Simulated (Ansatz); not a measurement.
Relaxation of CH$_{3}$BrOSi (7 atoms, charge 0, multiplicity 1), to a largest force component of 0.02 eV/Å in at most 50 steps.

Theory: RKS PBE/def2-SVP (Ansatz 0.2.0).

```xyz
7
Properties=species:S:1:pos:R:3
C 0.063 0.826 -0.161
O 0.919 -0.223 -0.196
Si 0.309 -1.750 -0.503
Br -0.631 -2.462 1.320
H 0.591 1.780 -0.026
H -0.512 0.986 -1.131
H -0.678 0.775 0.651
```

Problem. Where does it end, and by what steps?

Solution. The forces met the threshold. The force dipped under the threshold on the way, but the program's further checks kept it going. After 13 steps the energy has fallen by 0.693 eV; Si3 moved furthest, 0.53 Å.

```tsv
step	energy less start (eV)	largest force component (eV/Å)	accepted
0	0.0000	2.433	yes
1	-0.2742	1.388	yes
2	-0.3941	0.771	yes
3	-0.4806	1.240	yes
4	-0.5740	1.359	yes
5	-0.6590	0.426	yes
6	-0.6833	0.201	yes
7	-0.6889	0.098	yes
8	-0.6915	0.068	yes
9	-0.6928	0.024	yes
10	-0.6927	0.082	no
11	-0.6931	0.009	yes
12	-0.6932	0.048	yes
13	-0.6933	0.012	yes
```

```xyz
7
Properties=species:S:1:pos:R:3
C -0.025 0.847 -0.193
O 0.698 -0.281 -0.662
Si 0.785 -1.912 -0.330
Br -0.765 -2.192 1.375
H 0.692 1.614 0.168
H -0.605 1.282 -1.034
H -0.720 0.574 0.630
```

Whether the end is a true minimum wasn't checked by a vibrational analysis.

Time of the run: 24 s on 2 threads of Arm Neoverse V1 (shared host), peak memory 0.14 GiB.
